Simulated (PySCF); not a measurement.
This PySCF input asks for the NMR shieldings of `COC[Si]1(O)SC=CS1`, C4H8O2S2Si; the geometry comes from GFN2-xTB.

```python
import basis_set_exchange as bse
import numpy as np
from pyscf import gto, dft
from pyscf.prop import nmr

atoms = """
C     3.289909    0.285024    0.081444
O     2.030652   -0.170419    0.513158
C     0.954132    0.431424   -0.181120
Si   -0.597143   -0.353815    0.600922
O    -0.132478   -1.445576    1.698865
S    -1.954290    1.058381    1.495420
C    -3.387494    0.470027    0.691880
C    -3.380785   -0.474992   -0.241968
S    -1.937401   -1.274228   -0.810772
H     4.034300   -0.240272    0.676631
H     3.444720    0.063318   -0.980848
H     3.391055    1.365537    0.235636
H     0.983701    1.520083   -0.054568
H     1.032689    0.222021   -1.254742
H     0.799123   -1.580107    1.875762
H    -4.295139    0.948182    1.016164
H    -4.282550   -0.812556   -0.722310
"""
names = dict.fromkeys(["C", "O", "Si", "S", "H"], "pcSseg-1")
basis = {el: gto.basis.parse(bse.get_basis(n, elements=[el], fmt="nwchem")) for el, n in names.items()}
mol = gto.M(atom=atoms, basis=basis, charge=0, verbose=0)
mf = dft.RKS(mol, xc="PBE0")
mf.grids.level = 2
mf.grids.alignment = dft.numint.BLKSIZE   # the property module wants whole blocks of grid points
mf.conv_tol = 1e-9
mf.kernel()

calc = nmr.RKS(mf)   # GIAO
C = mf.mo_coeff
Co = C[:, mf.mo_occ > 0]
resp = mf.gen_response(singlet=True, hermi=2)
def vind(x):   # induced exchange potential for any number of trial vectors
    d = np.einsum("pi,xij,qj->xpq", C, 2 * x.reshape(-1, C.shape[1], Co.shape[1]), Co, optimize=True)
    return np.einsum("xpq,pi,qj->xij", resp(d - d.transpose(0, 2, 1)), C, Co, optimize=True).ravel()
mo1, _ = nmr.rhf.solve_mo1(calc, with_cphf=vind)
sigma = calc.kernel(mo1)
for i, s in enumerate(sigma):   # ppm
    print("%2d %-2s %9.2f" % (i, mol.atom_pure_symbol(i), np.trace(s) / 3))
```

Q: What does it print?

A: 
```
 0 C     122.21
 1 O     330.31
 2 C     118.56
 3 Si    316.28
 4 O     261.11
 5 S     507.04
 6 C      63.20
 7 C      63.42
 8 S     508.33
 9 H      27.79
10 H      28.41
11 H      28.40
12 H      28.22
13 H      28.21
14 H      27.56
15 H      25.72
16 H      25.73
```

These numbers come from an equivalent density-fitted implementation of the same equations, which agrees with the script to about 0.01 ppm for H and up to a few tenths of a ppm for heavy atoms, so last digits may differ.

Q: Turn these shieldings into chemical shifts. Referencing at the same level of theory: 13C (σref 186.93), 29Si (σref 349.16), 1H (σref 31.72) against TMS; 17O (σref 336.08) against H2O; CS2 for 33S (σref 503.73).

A: Averaging equivalent atoms: C 6/7: 123.6; C 2: 68.4; C 0: 64.7; O 4: 75.0; O 1: 5.8; Si 3: 32.9; S 5/8: -4; H 15/16: 5.99; H 14: 4.15; H 9/10/11: 3.52; H 12/13: 3.50 ppm. Experimental scales use liquid or dissolved standards, which lie at an offset from isolated H2O (liquid H2O: subtract about 36 ppm).

Size and cost of the density-fitted run: 214 basis functions, 75 s wall time on 1 thread of an Arm Neoverse N1, shared host; peak memory 0.95 GiB.
